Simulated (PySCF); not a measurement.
Compound: C6H7FPSSi (charge +1).
SMILES with atom numbers: `[F:1][C:2]1=[C:3]([SiH3:4])[P@@H+:5]1[c:6]1[cH:7][cH:8][cH:9][s:10]1`

Definitions: NICS(0) = −σiso at the ring centroid; NICS(1) = −σiso and NICS(1)zz = −σzz at ±1 Å along the ring normal z. Level: GIAO PBE0/pcSseg-1 (PySCF, non-relativistic, gas phase) on the GFN2-xTB geometry, one conformer.

Ring bond lengths (Å), with Mayer bond orders in brackets: C2–C3 1.337 (1.52), C3–P5 1.815 (0.98), P5–C2 1.777 (1.08); C6–C7 1.378 (1.42), C7–C8 1.402 (1.34), C8–C9 1.364 (1.54), C9–S10 1.708 (1.22), S10–C6 1.742 (1.11).

Question: What do the NICS probes read (ppm)?

Answer: 
| ring | type | NICS(0) | NICS(1), two faces | NICS(1)zz, two faces | rms pucker (Å) | centre to ring atoms, mean (Å) |
| --- | --- | --- | --- | --- | --- | --- |
| C2–C3–P5 | 3-membered ring with P; formal bonds 1 double, 2 single | -24.4 | -8.0 / -9.1 | -12.0 / -14.2 | 0.00 | 0.95 |
| C6–C7–C8–C9–S10 | 5-membered ring with S; formal bonds all aromatic | -12.0 | -11.3 / -11.4 | -26.3 / -26.2 | 0.00 | 1.29 |

Question: What can be read from them?

Answer: 
- C2–C3–P5: mean NICS(1)zz -13.1 ppm, shielded. P5 has four or more neighbours; no verdict on aromaticity is drawn. NICS(0) lies 16 ppm below the mean NICS(1).
- C6–C7–C8–C9–S10: mean NICS(1)zz -26.2 ppm, shielded, aromatic by this magnetic criterion (flat ring, no four-coordinate atom).

Question: And the bond-length index? HOMA = 1 − mean of α(R − Ropt)² over the ring bonds, with Krygowski's 1993 parameters (CC: Ropt 1.388 Å, α 257.7 Å⁻²; CS: Ropt 1.677 Å, α 94.09 Å⁻²).

Answer: 
- C6–C7–C8–C9–S10: HOMA 0.86; the largest term is that of S10–C6, α(R − Ropt)² = 0.39. The geometric and the magnetic index point the same way.

Question: What is the mean of the two in-plane components of NICS at the first NICS(1) probe listed for ring C2–C3–P5, 1 Å off the ring?

Answer: The isotropic value is a third of the trace: (3 × -8.0 − (-12.0))/2 = -6.0 ppm.

Question: How shielded are the nuclei of the rings and their hydrogens (means over atoms taken as equivalent)?

Answer: 
```
  atoms                        environment  σ isotropic (ppm)  principal values of the symmetric part, first atom (ppm)
     C2                 vinylic C–F carbon               14.7                                        -117.0, 69.0, 92.0
     C3    fully substituted alkene carbon               74.9                                       -58.1, 106.2, 176.4
     P5             phosphonium phosphorus              459.2                                       276.2, 358.6, 742.8
     C6        substituted aromatic carbon               69.9                                          6.0, 86.8, 116.9
     C7                 aromatic CH carbon               34.2                                        -61.6, 10.3, 154.0
     C8                 aromatic CH carbon               48.4                                        -24.4, 20.3, 149.4
     C9  aromatic CH next to a ring sulfur               28.8                                        -67.7, 10.2, 144.0
    S10              thiophene-type sulfur              227.4                                        57.5, 226.5, 398.3
H on P5                       P–H hydrogen              24.88                                          18.0, 23.0, 33.7
H on C7                  aromatic hydrogen              23.40                                          20.7, 21.8, 27.7
H on C8                  aromatic hydrogen              23.77                                          20.1, 24.7, 26.5
H on C9                  aromatic hydrogen              22.99                                          20.0, 22.3, 26.6
```

Conformer computed: `[F:1][C:2]1=[C:3]([SiH3:4])[P@@H+:5]1[c:6]1[cH:7][cH:8][cH:9][s:10]1`: C3–P5–C6–C7 156°.
